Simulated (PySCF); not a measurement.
Computed shifts of a molecule CH7FN2Si, PBE/pcSseg-1 in PySCF, GIAO, gas phase, atoms alike by connectivity averaged where their shifts nearly agree, in ppm (number of nuclei): ¹³C: 31.6 (1). ¹⁵N: 56.1 (1), 27.3 (1). ²⁹Si: -29.6 (1). ¹⁹F: -169.3 (1). ¹H: 5.29 (1), 3.00 (3), 1.25 (1), 0.70 (1), 0.53 (1). References: ¹³C against TMS (σ = 182.0 ppm); ¹⁵N against NH3 (σ = 267.0 ppm); ²⁹Si against TMS (σ = 335.4 ppm); ¹⁹F against CFCl3 (σ = 133.6 ppm); ¹H against TMS (σ = 31.49 ppm), references at their B3LYP-D3(BJ)/def2-TZVP geometries, non-relativistic. Coordinates come from a r2SCAN-D4/def2-SVP optimisation. Other conformers were not sampled.

### Question
Pick the molecule that these values belong to.
(A) N[SiH](N)CF
(B) C[Si](N)(N)F
(C) NC[Si@H](N)F
(D) CN[Si@H](N)F

### Answer
D, CN[Si@H](N)F
